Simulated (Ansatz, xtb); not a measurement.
## Relative energy of two isomers of C3H5FO3

We compare a, `O=CO[C@H](F)CO`, a singlet, with b, `CO[C@H](F)C(=O)O`, a singlet. Both are isolated molecules in the gas phase, relaxed with PBE-D3(BJ)/def2-SVP; the shapes shown needn't be the lowest conformers.

a (Å):

```yaml
atoms:
  - { symbol: C, position_ang: [-0.4494, -1.4882, -0.0116] }
  - { symbol: C, position_ang: [1.3169, 0.1112, 0.4282] }
  - { symbol: C, position_ang: [1.6519, 0.4980, -1.0189] }
  - { symbol: F, position_ang: [1.3614, 1.2025, 1.2409] }
  - { symbol: O, position_ang: [0.1575, -2.1257, -0.8530] }
  - { symbol: O, position_ang: [-0.0321, -0.3877, 0.6216] }
  - { symbol: O, position_ang: [2.1992, -0.5511, -1.7610] }
  - { symbol: H, position_ang: [-1.4732, -1.7487, 0.3529] }
  - { symbol: H, position_ang: [2.0310, -0.6637, 0.7913] }
  - { symbol: H, position_ang: [2.4174, 1.2988, -0.9410] }
  - { symbol: H, position_ang: [0.7395, 0.9654, -1.4716] }
  - { symbol: H, position_ang: [1.5588, -1.2968, -1.6928] }
```

b (Å):

```xyz
12

C    -0.2093   -2.0495   -0.0243
C    -1.1995    0.0784    0.0120
C    -1.3770    1.3260   -0.8731
F    -2.4388   -0.2978    0.4901
O    -0.6267   -0.9055   -0.7606
O    -2.4391    1.8131   -1.1836
O    -0.1695    1.8113   -1.2366
H     0.5288   -1.7721    0.7640
H     0.2708   -2.7394   -0.7426
H    -1.0706   -2.5611    0.4555
H    -0.5674    0.3272    0.9039
H    -0.3561    2.5945   -1.7999
```

Q: Estimate which is lower in electronic energy at CCSD(T)/def2-SVP + ΔMP2/def2-TZVPP, and by roughly how much.

A: Too close to call at this level: CCSD(T)/def2-SVP + ΔMP2/def2-TZVPP gives E(b) − E(a) = −1.92 kcal/mol.

The same difference at several levels:

```tsv
level	geometry	E(b) − E(a) (kcal/mol)	departure from the last row (kcal/mol)	job, with rough time for the two
GFN2-xTB	GFN2-xTB	−1.64	+0.28	optimisation, 0.25 s
HF/STO-3G	GFN2-xTB	−3.25	−1.32	single point, 0.69 s
r2SCAN-D4/def2-SVP	GFN2-xTB	−2.62	−0.70	single point, 3.9 s
PBE-D3(BJ)/def2-SVP	PBE-D3(BJ)/def2-SVP	−1.28	+0.64	optimisation, 37 s
HF/def2-SVP	PBE-D3(BJ)/def2-SVP	−4.10	−2.18	part of the CCSD(T) run
MP2/def2-SVP	PBE-D3(BJ)/def2-SVP	−3.12	−1.19	part of the CCSD(T) run
CCSD(T)/def2-SVP	PBE-D3(BJ)/def2-SVP	−2.90	−0.98	single point
CCSD(T)/def2-SVP + ΔMP2/def2-TZVPP	PBE-D3(BJ)/def2-SVP	−1.92		single point, 57 s
```

As drawn, both hold the same kinds of bond in the same numbers. Structure a has 0 methyl groups, b 1.

The largest departure from CCSD(T)/def2-SVP + ΔMP2/def2-TZVPP is that of HF/def2-SVP, 2.18 kcal/mol. The last row adds to CCSD(T) the change of the MP2 difference between the two basis sets, here +0.98 kcal/mol.

With thermal terms from frequencies at re-optimised GFN2-xTB minima (ideal gas, soft modes damped towards free rotors, one conformer each, 298.15 K, 1 atm): the zero-point term adds −0.45 kcal/mol; ΔH is −2.02 and ΔG −2.87 kcal/mol.

The correlated steps freeze 7 core orbitals. Run with Ansatz 0.2.0, xtb 6.7.1; the last row on 2 threads of Intel(R) Xeon(R) Processor on a shared host.
